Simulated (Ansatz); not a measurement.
Basis sets compared for `CC[SiH](C)C[SiH](C)C[SiH](C)C`. The state is a singlet with charge 0. Geometry PBE-D4/def2-SVP. Ansatz on 4 threads of Arm Neoverse V2 on a shared host; times are rough, and most runs start from earlier orbitals.

```xyz
35

C     0.578   -3.357    1.530
C    -0.854   -2.822    1.670
Si   -1.723   -2.451    0.019
C    -1.944   -4.046   -0.982
C    -0.742   -1.175   -0.986
Si   -0.220    0.393   -0.056
C    -1.705    1.182    0.809
C     0.597    1.633   -1.235
Si    1.145    3.286   -0.482
C     2.049    4.332   -1.776
C     2.263    2.995    1.017
H     0.612   -4.299    0.943
H     1.040   -3.572    2.517
H     1.237   -2.626    1.017
H    -1.488   -3.546    2.229
H    -0.859   -1.891    2.279
H    -3.089   -1.880    0.321
H    -2.539   -4.794   -0.418
H    -0.962   -4.503   -1.224
H    -2.467   -3.845   -1.939
H     0.173   -1.663   -1.390
H    -1.353   -0.879   -1.868
H     0.796   -0.002    0.992
H    -2.178    0.478    1.523
H    -2.477    1.480    0.069
H    -1.407    2.092    1.369
H     1.486    1.145   -1.694
H    -0.111    1.843   -2.068
H    -0.084    4.042   -0.031
H     1.404    4.523   -2.659
H     2.351    5.315   -1.357
H     2.966    3.817   -2.130
H     1.733    2.438    1.816
H     3.157    2.401    0.732
H     2.615    3.956    1.445
```

Binding counts from free atoms (C triplet, Si triplet, H doublet) in the same basis, without a counterpoise term.

```csv
level,functions,energy (Eh),HOMO (eV),LUMO (eV),binding per atom (eV),wall time
HF/STO-3G,91,-1170.1951,-8.57,12.04,3.90,0.91 s
HF/6-31G,159,-1183.4877,-10.36,4.77,2.82,2.9 s
PBE-D4/def2-SVP,286,-1186.4604,-6.40,0.50,3.97,7 s
PBE0-D4/def2-SVP,286,-1186.6294,-7.64,1.32,3.95,14 s
```

(1) Estimate the rows for PBE-D4/def2-TZVP, PBE0-D4/def2-TZVP (with forces).

Answers

(1) 
| level | functions | energy (Eh) | HOMO (eV) | LUMO (eV) | binding per atom (eV) | wall time |
| --- | --- | --- | --- | --- | --- | --- |
| PBE-D4/def2-TZVP | 503 | -1187.1179 | -6.44 | 0.04 | 3.96 | 15 s |
| PBE0-D4/def2-TZVP (with forces) | 503 | -1187.2726 | -7.64 | 0.82 | 3.93 | 55 s |
